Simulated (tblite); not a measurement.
Species: C2H9B2PS.
SMILES with atom numbers: `[BH2:1][PH:2][B:3]([CH3:4])[S:5][CH3:6]` (hydrogens: H7, H8 on B1; H9 on P2; H10, H11, H12 on C4; H13, H14, H15 on C6)

Computed with GFN2-xTB (tblite), gas phase: Langevin dynamics at 300 K from the optimised GFN2-xTB geometry, time step 0.5 fs, friction 0.01 fs⁻¹, 2000 steps. The instantaneous temperature is 2·E(kin)/(3Nk) with all 3N coordinates.

```tsv
t (fs)	T (K)	E(pot) above start (eV)	B1–P2 (Å)	P2–B3 (Å)	B3–C4 (Å)	B3–S5 (Å)	S5–C6 (Å)	B1–H7 (Å)	B1–P2–B3–C4 (°)
0	239	0.000	1.803	1.852	1.582	1.787	1.828	1.168	43
25	204	0.275	1.776	1.876	1.578	1.811	1.811	1.156	40
50	228	0.146	1.800	1.856	1.596	1.794	1.826	1.181	45
75	195	0.335	1.815	1.898	1.597	1.773	1.844	1.173	64
100	220	0.418	1.784	1.837	1.574	1.768	1.854	1.169	60
125	190	0.504	1.862	1.913	1.557	1.816	1.832	1.164	52
150	248	0.353	1.798	1.866	1.584	1.816	1.810	1.180	59
175	196	0.669	1.799	1.865	1.528	1.731	1.840	1.169	74
200	279	0.479	1.802	1.853	1.639	1.834	1.858	1.176	68
225	270	0.470	1.810	1.900	1.584	1.730	1.817	1.170	59
250	314	0.492	1.798	1.855	1.533	1.830	1.897	1.221	61
275	290	0.482	1.903	1.961	1.563	1.773	1.810	1.199	59
300	305	0.647	1.753	1.844	1.633	1.802	1.836	1.239	63
325	255	0.634	1.911	1.851	1.631	1.780	1.861	1.225	76
350	397	0.466	1.803	1.813	1.574	1.753	1.814	1.228	72
375	317	0.536	1.839	1.942	1.560	1.792	1.845	1.231	73
400	335	0.532	1.890	1.938	1.550	1.804	1.822	1.203	75
425	249	0.582	1.756	1.841	1.621	1.765	1.840	1.220	80
450	176	0.754	1.880	1.904	1.686	1.741	1.863	1.223	82
475	353	0.522	1.763	1.851	1.601	1.794	1.840	1.221	69
500	416	0.484	1.865	1.919	1.504	1.801	1.784	1.232	57
525	328	0.559	1.818	1.881	1.566	1.840	1.858	1.244	53
550	245	0.731	1.822	1.837	1.616	1.703	1.814	1.224	49
575	312	0.737	1.883	1.864	1.684	1.795	1.817	1.215	49
600	297	0.543	1.791	1.876	1.569	1.830	1.794	1.181	47
625	337	0.483	1.797	1.816	1.552	1.774	1.845	1.156	42
650	299	0.517	1.805	1.874	1.592	1.798	1.785	1.160	39
675	301	0.518	1.791	1.800	1.633	1.792	1.875	1.134	41
700	314	0.484	1.807	1.839	1.579	1.742	1.770	1.106	28
725	350	0.440	1.737	1.892	1.565	1.855	1.840	1.115	25
750	394	0.468	1.859	1.839	1.564	1.829	1.781	1.115	31
775	252	0.823	1.816	1.828	1.605	1.778	1.932	1.115	28
800	378	0.630	1.787	1.858	1.640	1.804	1.726	1.100	27
825	310	0.664	1.792	1.867	1.571	1.770	2.013	1.106	25
850	341	0.624	1.816	1.853	1.518	1.799	1.730	1.129	21
875	336	0.609	1.754	1.882	1.577	1.803	1.960	1.150	25
900	269	0.701	1.840	1.787	1.635	1.814	1.772	1.151	28
925	326	0.658	1.749	1.826	1.612	1.734	1.924	1.155	27
950	410	0.569	1.741	1.895	1.641	1.822	1.755	1.175	25
975	442	0.433	1.846	1.815	1.565	1.805	1.905	1.175	23
1000	376	0.444	1.783	1.870	1.564	1.772	1.807	1.179	17
```

Task: From 500 fs on, how do temperature and potential energy compare with equipartition?

Result: The mean temperature of these 21 frames is 335 K against the target 300 K, and the mean potential energy 0.58 eV against 39 × kT/2 = 0.50 eV for 39 classical harmonic modes. For 15 atoms in a canonical ensemble the temperature itself scatters by T·√(2/(3N)) = 63 K; here its standard deviation is 51 K. The whole run lasts only 10 friction times of 100 fs, so these averages carry a wide statistical error.

Task: What are the kinetic and total energies of the listed frame with the highest potential energy?

Result: The one at 775 fs, 0.823 eV above the start. Its kinetic energy is 3NkT/2 = 0.489 eV at 252 K, so the sum is 1.31 eV; over the listed frames the sum runs from 0.46 to 1.36 eV, since the thermostat adds and removes energy.

Task: How much do the listed bonds fluctuate from 500 fs on?

Result: 
| bond | at the start (Å) | mean (Å) | standard deviation (Å) |
| --- | --- | --- | --- |
| B1–P2 | 1.803 | 1.805 | 0.039 |
| P2–B3 | 1.852 | 1.853 | 0.033 |
| B3–C4 | 1.582 | 1.588 | 0.042 |
| B3–S5 | 1.787 | 1.793 | 0.035 |
| S5–C6 | 1.828 | 1.833 | 0.076 |
| B1–H7 | 1.168 | 1.158 | 0.043 |

The motion is classical and holds no zero-point motion.

The cost below is that of the whole dynamics run. Time: 12 s; peak memory 0.24 GiB. Hardware: Arm Neoverse V1, one thread, shared host with 32 logical CPUs at a one-minute load of 18.
